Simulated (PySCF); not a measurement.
NMR data simulated for an unnamed compound:

1H NMR (400 MHz, computed): δ 10.59 (d, 1H), 5.53 (m, 1H), 5.29 (m, 1H), 4.16 (m, 1H), 3.19 (m, 1H), 2.45 (d, 1H).

13C{1H} NMR (computed): δ 226.2 (C), 205.7 (CH), 91.3 (CH), 78.5 (C), 57.5 (CH), 37.0 (CH).

[PySCF 2.14.0 with density-fitted response routines: GFN2-xTB structure; shielding tensors at PBE0/pcSseg-1 (GIAO); no solvent model; a single conformation; non-relativistic Hamiltonian]

Chemical shifts δ = σref − σ; TMS for 1H, 13C, all at this level.

Task: Which of these does the molecule contain: a vinyl group CH=CH2, a C≡C triple bond, an S-methyl group, an aldehyde, a Si–H bond, an OH group?

Result: 
- A vinyl group CH=CH2: no.
- A C≡C triple bond: yes (δC 91.3, 78.5; δH 2.45 (d)).
- An S-methyl group: no.
- An aldehyde: yes (δC 205.7; δH 10.59 (d)).
- A Si–H bond: yes (δH 5.29 (m), 5.53 (m)).
- An OH group: no.

The data belong to SMILES C#C[C@@H]1C(=O)[SiH2][C@@H]1C=O, C6H6O2Si; they needn't prove each group on their own.

Carbon signals by region: 2 in the far downfield region (above 160 ppm), 3 at 50–100 ppm, 1 below 50 ppm. Above 160 ppm: 226.2, carbonyl carbon, 205.7, aldehyde carbonyl carbon.

Shifts are as computed. Against solution values, carbons near 30 ppm lie about +3 ppm off and those near 130 ppm about +5 ppm. Of 1211 compounds with measured shifts, 218 miss one by over three times the rms of a fit or turn the order of signals round; such compounds aren't used in these exercises. Multiplicities follow the n + 1 count of equivalent neighbours, as no J values were calculated; m marks all less simple cases, F and P coupling included.
